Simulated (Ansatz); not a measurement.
Name a neutral molecule of C, Cl, Sn and H with size of the dipole moment (ωB97M-V/def2-TZVPP) between 2.90 and 3.20 D and HOMO energy (PBE0/def2-TZVPP) between -8.40 and -8.10 eV (Ansatz, PBE0-D4/def2-TZVP geometry).

`[CH3][SnH2][Cl]` (2.95 D, -8.30 eV); `C=[CH][SnH2][Cl]` (2.96 D, -8.29 eV). Other molecules can fit too; these were computed, each in one conformer that needn't be the lowest.
